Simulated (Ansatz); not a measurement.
Two isomers of C2H6O2Si: A = `O=COC[SiH3]`, B = `C[SiH2]C(=O)O`.

Gas-phase electronic energies from Ansatz, PBE0-D4/def2-TZVP geometries. CBS: MP2 limit from def2 TZ/QZ plus the TZ coupled-cluster correction, frozen cores. Functionals use def2-TZVPP. B3LYP here is the variant with VWN-RPA as its local correlation; programs differ in this. Each species was taken in one conformer, which may not be the lowest.

Question: Which isomer does CCSD(T)/CBS put lower? Give the gap. (An estimate is asked.)

Answer: Ansatz gave: B, by 94.9 kJ/mol.

Question: Give E(B) − E(A) in kJ/mol with B2PLYP, r2SCAN-D4, B3LYP, MP2/def2-TZVPP, CCSD/def2-TZVPP, PBE-D4, PBE0-D4. (Best estimate.)

Answer: Computed: B2PLYP -91.8, r2SCAN-D4 -95.4, B3LYP -90.5, MP2/def2-TZVPP -95.9, CCSD/def2-TZVPP -90.7, PBE-D4 -94.0, PBE0-D4 -94.7. None reverses the order clearly.

Largest T1 diagnostic: 0.015.

In def2-TZVPP, CCSD(T) changes the Hartree–Fock value by −6.9 kJ/mol (the triples alone add −0.2 kJ/mol) and MP2 by −12.0 kJ/mol.
